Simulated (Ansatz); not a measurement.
Molecule: C3H4N (charge 0, doublet). It need not be the lowest isomer of its formula. SMILES: [C-]#[N+]C[CH2]
Structure (B3LYP-D3(BJ)/def2-TZVP (Ansatz, a program for electronic structure) minimum search):
```
C
H 1 1.0969
H 1 1.0984 2 105.75
N 1 1.4232 2 108.05 3 115.20
C 4 1.1648 3 149.52 1 178.77
C 1 1.4855 2 110.99 3 -120.59
H 6 1.0782 1 120.84 2 -128.04
H 6 1.0798 7 120.11 1 177.31
```
Charge 0, spin multiplicity 2.

Computed values are from Ansatz. Valence correlation only, unless marked. UHF or UKS for open shells. No spin-orbit coupling. Non-relativistic. CBS(X,Y): correlation extrapolated as X^-3; Hartree-Fock from the larger set. [CCSD(T)-MP2]/basis is that difference in the basis named.

Question: What is the dipole moment at CCSD(T)/aug-cc-pVDZ?

Answer: 3.92 D.

Question: What is the T1 diagnostic at CCSD/aug-cc-pVTZ?

Answer: 0.014.

Question: What is the total energy at RI-MP2/CBS(aug-cc-pVTZ,aug-cc-pVQZ)+[CCSD(T)-MP2]/aug-cc-pVTZ?

Answer: -171.1406 Eh.

Question: What is the atomisation energy De at RI-MP2/CBS(aug-cc-pVTZ,aug-cc-pVQZ)+[CCSD(T)-MP2]/aug-cc-pVTZ?

Answer: 774.5 kcal/mol.
